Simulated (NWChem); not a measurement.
System: CH₄BClO; SMILES CB(Cl)O

NWChem input:

```
start job
memory heap 200 mb stack 900 mb global 1100 mb
geometry units angstroms noautoz
  B      0.097110    -0.443373    -0.001260
  Cl    -0.070548     1.339058     0.001135
  C     -1.171569    -1.352848    -0.001085
  H     -1.780986    -1.156594     0.896111
  H     -0.912108    -2.420408    -0.026971
  H     -1.814901    -1.118988    -0.864457
  O      1.337523    -0.965340    -0.000530
  H      2.030665    -0.295000     0.001737
end
basis spherical
  B library 6-31g*
  Cl library 6-31g*
  C library 6-31g*
  H library 6-31g*
  O library 6-31g*
end
dft
  xc b3lyp
  iterations 150
end
tddft
  cis
  nroots 6
  notriplet
end
task tddft energy
```

Output (shortened):

```
             Northwest Computational Chemistry Package (NWChem) 7.3.0
             --------------------------------------------------------

 C1  symmetry detected

                             Geometry "geometry" -> ""
                             -------------------------

 Output coordinates in angstroms (scale by  1.889725989 to convert to a.u.)

  No.       Tag          Charge          X              Y              Z
 ---- ---------------- ---------- -------------- -------------- --------------
    1 B                    5.0000     0.08596036    -0.43611689    -0.00115523
    2 Cl                  17.0000    -0.08513886     1.34598836    -0.00007426
    3 C                    6.0000    -1.18096024    -1.34803939    -0.00030250
    4 H                    1.0000    -1.79075152    -1.15230059     0.89675174
    5 H                    1.0000    -0.91943857    -2.41511524    -0.02540232
    6 H                    1.0000    -1.82474598    -1.11605898    -0.86384335
    7 O                    8.0000     1.32737887    -0.95568723    -0.00004680
    8 H                    1.0000     2.01922529    -0.28400866     0.00172197

 Effective nuclear repulsion energy (a.u.)     142.0902682423

                                 NWChem DFT Module
                                 -----------------

 Summary of "ao basis" -> "ao basis" (spherical)
 ------------------------------------------------------------------------------
       Tag                 Description            Shells   Functions and Types
 ---------------- ------------------------------  ------  ---------------------
 B                           6-31g*                  6       14   3s2p1d
 Cl                          6-31g*                  8       18   4s3p1d
 C                           6-31g*                  6       14   3s2p1d
 H                           6-31g*                  2        2   2s
 O                           6-31g*                  6       14   3s2p1d

[...]

                                NWChem TDDFT Module
                                -------------------

            General Information
            -------------------
           No. of orbitals :     136
            Alpha orbitals :      68
             Beta orbitals :      68
        Alpha frozen cores :       0
         Beta frozen cores :       0
     Alpha frozen virtuals :       0
      Beta frozen virtuals :       0
         Spin multiplicity :       1
    Number of AO functions :      68
        Use of symmetry is : off
      Symmetry adaption is : off
         Schwarz screening :  0.10D-07

              XC Information
              --------------
                  B3LYP Method XC Potential
              Hartree-Fock (Exact) Exchange   0.20
                 Slater Exchange Functional   0.80 local
             Becke 1988 Exchange Functional   0.72 non-local
       Lee-Yang-Parr Correlation Functional   0.81
           VWN I RPA Correlation Functional   0.19 local

             TDDFT Information
             -----------------
          Calculation type : Tamm-Dancoff TDDFT
         Wavefunction type : Restricted singlets
          No. of electrons :      40
           Alpha electrons :      20
            Beta electrons :      20
              No. of roots :       6
          Max subspacesize :    5200
            Max iterations :     100
               Target root :       1
           Target symmetry : none
      Symmetry restriction : off
                 Algorithm : Optimal
        Davidson threshold :  0.10D-03

    6 smallest eigenvalue differences (eV)
--------------------------------------------------------
  No. Spin  Occ  Vir  Irrep   E(Occ)    E(Vir)   E(Diff)
--------------------------------------------------------
    1    1   20   21 a        -0.311     0.010     8.719
    2    1   19   21 a        -0.323     0.010     9.058
    3    1   18   21 a        -0.342     0.010     9.571
    4    1   20   22 a        -0.311     0.068    10.305
    5    1   17   21 a        -0.372     0.010    10.399
    6    1   19   22 a        -0.323     0.068    10.644
--------------------------------------------------------

  Entering Davidson iterations
  Restricted singlet excited states

  Iter   NTrls   NConv    DeltaV     DeltaE      Time
  ----  ------  ------  ---------  ---------  ---------
    1      6       0     0.22E+00   0.10+100        4.1
    2     12       0     0.48E-01   0.38E-01        4.2
    3     18       0     0.21E-01   0.47E-02        4.2
    4     24       0     0.14E-01   0.13E-02        4.2
    5     30       2     0.23E-01   0.42E-02        4.2
    6     34       3     0.15E-01   0.30E-02        3.8
    7     37       5     0.38E-02   0.48E-03        3.6
    8     38       5     0.81E-03   0.22E-04        3.2
    9     39       5     0.18E-03   0.85E-06        3.2
   10     40       6     0.38E-04   0.41E-07        3.2
  ----  ------  ------  ---------  ---------  ---------
  Convergence criterion met

  Ground state a        -600.888078734902 a.u.

  ----------------------------------------------------------------------------
  Root   1 singlet a              0.270589150 a.u.                7.3631 eV
  ----------------------------------------------------------------------------
     Transition Moments    X -0.00106   Y  0.00098   Z  0.07981
     Dipole Oscillator Strength                    0.0011493977
     Electric Quadrupole                           0.0000000169
     Magnetic Dipole                               0.0000007914
     Total Oscillator Strength                     0.0011502061

[...]
```

Level: B3LYP/6-31G* (spherical d), TDA. The geometry was optimised at PBE0/def2-SVP.
